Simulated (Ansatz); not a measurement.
CH₃BI₂, SMILES `CB(I)I`, charge 0, multiplicity 1.

Task: Give a relaxed structure at PBE0-D4/def2-TZVP (Ansatz 0.2.0). (Best estimate.)

Result: Ansatz gave: 
Z-matrix (Å, degrees):
```
C
B 1 1.551
H 1 1.096 2 109.7
H 1 1.090 2 113.7 3 -122.3
H 1 1.096 2 109.6 3 115.5
I 2 2.127 1 119.9 3 -57.2
I 2 2.122 1 121.7 3 122.8
```
Point group Cs.
